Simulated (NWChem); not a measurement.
Everything below was run with NWChem. System: H₅AlOS, charge 1, spin multiplicity 2, at the geometry of a parent with another charge or spin, in a state set for the comparison that need not be this species' ground state. Its SCF solution wasn't tested for a lower state.

Input file:

```
start mol
memory heap 100 mb stack 700 mb global 1900 mb
charge 1
geometry units angstroms nocenter noautoz noautosym
  Al     0.242222     0.769042     0.841138
  H     -0.397960     0.326617     2.233914
  H      1.800573     1.040092     0.661074
  O     -0.792758     1.529551    -0.328592
  H     -1.656712     1.878371    -0.102507
  S      0.172125    -1.472284    -0.532132
  H     -0.601059    -0.714269    -1.347040
  H      1.294333    -1.208227    -1.237374
end
basis spherical
  * library 6-31g*
end
scf
  rohf
  nopen 1
  maxiter 100
  thresh 1e-7
  semidirect memsize 60000000 filesize 0
  # guess.movecs holds the orbitals of an unrestricted PBE0 run
  vectors input guess.movecs swap 20 21 output mol.movecs
end
tce
  freeze core 11
  ccsd(t)
  2eorb
  2emet 13
  thresh 1e-6
  maxiter 100
  tilesize 24
end
task tce energy
```

The output up to the point where the run's verdict is printed (cleaned and shortened):

```
             Northwest Computational Chemistry Package (NWChem) 7.3.0
             --------------------------------------------------------

                                NWChem Input Module
                                -------------------

 Scaling coordinates for geometry "geometry" by  1.889725989
 (inverse scale =  0.529177249)

                             Geometry "geometry" -> ""
                             -------------------------

 Output coordinates in angstroms (scale by  1.889725989 to convert to a.u.)

  No.       Tag          Charge          X              Y              Z
 ---- ---------------- ---------- -------------- -------------- --------------
    1 Al                  13.0000     0.24222200     0.76904200     0.84113800
    2 H                    1.0000    -0.39796000     0.32661700     2.23391400
    3 H                    1.0000     1.80057300     1.04009200     0.66107400
    4 O                    8.0000    -0.79275800     1.52955100    -0.32859200
    5 H                    1.0000    -1.65671200     1.87837100    -0.10250700
    6 S                   16.0000     0.17212500    -1.47228400    -0.53213200
    7 H                    1.0000    -0.60105900    -0.71426900    -1.34704000
    8 H                    1.0000     1.29433300    -1.20822700    -1.23737400

 Effective nuclear repulsion energy (a.u.)     143.0507373978

            Nuclear Dipole moment (a.u.)
            ----------------------------
        X                 Y               Z
 ---------------- ---------------- ----------------
    -0.0000056692    -0.0000113384     0.0000245664


 Summary of "ao basis" -> "" (spherical)
 ------------------------------------------------------------------------------
       Tag                 Description            Shells   Functions and Types
 ---------------- ------------------------------  ------  ---------------------
 *                           6-31g*                   on all atoms

 Summary of "ao basis" -> "ao basis" (spherical)
 ------------------------------------------------------------------------------
       Tag                 Description            Shells   Functions and Types
[...]
   43   0.2654616662473  -0.4033116509097     0.2     0.2
   44   2.2189026167852  -0.4054323704440     0.2     0.2
   45  44.9153167831678  -0.1942973777827     0.2     0.2
   46   0.0044544667472  -0.4035970553780     0.2     0.2
   47   0.0401584238820  -0.4037759921129     0.2     0.2
   48   0.2656851536036  -0.4031710419778     0.2     0.2
   49   2.2379462583945  -0.4057916382838     0.2     0.2
   50  45.8063013901708  -0.1891871903826     0.2     0.2
   51   0.0036786315338  -0.4039280632905     0.2     0.2
   52   0.0285756271210  -0.4042461962753     0.2     0.2
   53   0.1922517544606  -0.4035881246549     0.3     0.3
   54   1.5764327223092  -0.4067566693334     0.3     0.3
   55  25.3778036008508  -0.2799642821559     0.2     0.2
   56   0.0028231481672  -0.4040213938930     0.2     0.2
   57   0.0255991272542  -0.4042034231319     0.2     0.2
   58   0.1678712701616  -0.4038253700864     0.2     0.2
   59   1.3590998482608  -0.4063936730437     0.2     0.2
   60  19.6462324187065  -0.3078529411124     0.2     0.2
   61   0.0028057784984  -0.4040772056771     0.3     0.3
   62   0.0244424391306  -0.4042594938659     0.2     0.2
   63   0.1622791403953  -0.4038286406770     0.2     0.2
   64   1.3198151277325  -0.4065159417523     0.2     0.2
   65  18.6734217725986  -0.3124777716544     0.2     0.2
   66   0.0022357134649  -0.4043910559873     0.2     0.2
   67   0.0155064483668  -0.4044323454014     0.2     0.2
   68   0.0992819803307  -0.4042621097317     0.2     0.2
   69   0.8093906806072  -0.4060562863094     0.2     0.2
   70   8.4464232246538  -0.3651994738147     0.2     0.2
   71   0.0019609864560  -0.4044122566244     0.2     0.2
   72   0.0163457901804  -0.4045119126763     0.2     0.2
   73   0.1082153936674  -0.4042177122309     0.2     0.2
   74   0.8625959447132  -0.4063564740880     0.2     0.2
   75   9.3860731198362  -0.3577611420852     0.2     0.2
   76   0.0012163712353  -0.4046899939267     0.2     0.2
   77   0.0071151897249  -0.4047377180399     0.2     0.2
   78   0.0419459340368  -0.4047079049745     0.2     0.2
   79   0.3269837471887  -0.4055122497792     0.2     0.2
   80   2.6305825178797  -0.3938521112962     0.2     0.2
   81   0.0008945075249  -0.4047300418815     0.2     0.2
   82   0.0076679886360  -0.4047873678246     0.2     0.2
   83   0.0511260001194  -0.4046567895181     0.2     0.2
   84   0.4097522806381  -0.4057922664576     0.2     0.2
   85   3.5025487348207  -0.3903566893790     0.2     0.2
   86   0.0007766217934  -0.4048543607824     0.2     0.2
   87   0.0052630021178  -0.4048811300055     0.2     0.2
   88   0.0355226429184  -0.4047534211504     0.3     0.3
   89   0.2805250031669  -0.4056717648972     0.3     0.3
   90   2.2381827516126  -0.3955078781772     0.2     0.2
   91   0.0005312888174  -0.4048633221976     0.2     0.2
   92   0.0044569725001  -0.4048834737828     0.2     0.2
   93   0.0291582459952  -0.4048184043988     0.2     0.2
   94   0.2301221042677  -0.4054847590479     0.2     0.2
   95   1.8333745746966  -0.3980679515090     0.2     0.2
   96   0.0004983415805  -0.4048731431593     0.2     0.2
   97   0.0041777194673  -0.4049010664805     0.2     0.2
   98   0.0278702142701  -0.4048203278518     0.2     0.2
   99   0.2194762689630  -0.4055089724075     0.2     0.2
  100   1.7216760077370  -0.3981837641881     0.2     0.2
  0 ga offset                   0 size_xx_perproc                 750mx    1
 WRITE TENSOR
  filename: ./mol.t1amp.000000
  unit nr:       79
  file size:            750
  rec_mem (KB):     2048
  rec_size:         262144
  number of tasks:            1
  0 ga offset                   0 size_xx_perproc              339892mx    1
 WRITE TENSOR
  filename: ./mol.t2amp.000000
  unit nr:       80
  file size:         339892
  rec_mem (KB):     2048
  rec_size:         262144
  number of tasks:            2
 ------------------------------------------------------------------------
```

The run did not converge; its last values are not results. The next line reads: ccsd_energy_loc: maxiter exceeded 101. NWChem stopped with the message: ccsd_energy_loc: maxiter exceeded 101.
